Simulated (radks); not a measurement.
All-electron atom: Sc2+ in [Ne] 3s2 3p5 3d1 4p1 (not the ground configuration). Method: scalar-relativistic Kohn-Sham, exchange-only LDA, spin-polarised, spherical densities, point nucleus; open shells are filled with parallel spins first; computed with a radial shooting solver on a logarithmic mesh with Libxc functionals.

Unscreened Slater integrals over Kohn-Sham orbitals (eV). They are taken over the spin-up orbitals. Empty in this configuration: 4s.

integral,value
"F0(4p,4p)",7.3614
"F2(4p,4p)",3.9407
"F0(4p,3d)",9.2390
"F2(4p,3d)",2.5514
"G1(4p,3d)",1.1157
"G3(4p,3d)",0.97026
"F0(4p,3p)",9.4704
"F2(4p,3p)",2.1284
"G0(4p,3p)",0.57098
"G2(4p,3p)",0.67189
"F0(4p,3s)",9.5349
"G1(4p,3s)",0.69322
"F0(4p,4s)",7.8396
"G1(4p,4s)",5.2150
"F0(3d,3d)",17.977
"F2(3d,3d)",8.4467
"F4(3d,3d)",5.2815
"F0(3d,3p)",19.613
"F2(3d,3p)",9.3555
"G1(3d,3p)",11.675
"G3(3d,3p)",7.0640
"F0(3d,3s)",20.169
"G2(3d,3s)",8.8757
"F0(3d,4s)",10.388
"G2(3d,4s)",1.5424
"F0(3p,3p)",21.743
"F2(3p,3p)",10.932
"F0(3p,3s)",22.431
"G1(3p,3s)",14.913
"F0(3p,4s)",10.690
"G1(3p,4s)",0.85444
"F0(3s,3s)",23.195
"F0(3s,4s)",10.772
"G0(3s,4s)",0.60577
"F0(4s,4s)",8.4629

Derived for the open shells (J is the average intra-shell exchange parameter used in DFT+U). 3p: J = F2/5 = 2.186 eV. 3d: Racah B = F2/49 - 5 F4/441 = 0.1125 eV, C = 35 F4/441 = 0.4192 eV, C/B = 3.73, F4/F2 = 0.625, J = (F2 + F4)/14 = 0.9806 eV. 4p: J = F2/5 = 0.7881 eV.
